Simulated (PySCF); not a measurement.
Species: C₆H₉FSSi.
Numbering: `[CH3:1][C:2]#[C:3][C@@:4]1([F:5])[CH2:6][SiH2:7][S:8][CH2:9]1`

NICS = −σ at a ghost point: NICS(0) at the centroid of the ring atoms, NICS(1) 1 Å to either side along the normal of their mean plane, zz for the tensor component along that normal. Level: GIAO PBE0/pcSseg-1 (PySCF, non-relativistic, gas phase) on the GFN2-xTB geometry, one conformer.

Ring bond lengths (Å), with Mayer bond orders in brackets: C4–C6 1.526 (1.02), C6–Si7 1.898 (0.90), Si7–S8 2.148 (0.97), S8–C9 1.822 (1.00), C9–C4 1.530 (1.00).

Task: Give the NICS values of each ring in ppm.

Result: 
```
           ring                                                    type  NICS(0)  NICS(1), two faces  NICS(1)zz, two faces  rms pucker (Å)  centre to ring atoms, mean (Å)
C4–C6–Si7–S8–C9  5-membered ring with S and Si; formal bonds all single     -7.5         -3.1 / -5.5           -0.6 / -5.6            0.20                            1.48
```

Task: What can be read from them?

Result: 
- C4–C6–Si7–S8–C9: mean NICS(1)zz -3.1 ppm, shielded. C4, C6, Si7, C9 have four or more neighbours, so the value isn't read as a sign of a π ring current. The two faces differ by 5.0 ppm, so no symmetry operation interchanges them.

Task: At the first NICS(1) probe listed for ring C4–C6–Si7–S8–C9, 1 Å off the ring, how large is the induced field along the normal in 14.1 T applied along it?

Result: NICSzz × B0 = -0.6 ppm × 14.1 T = -8 μT, against the applied field.
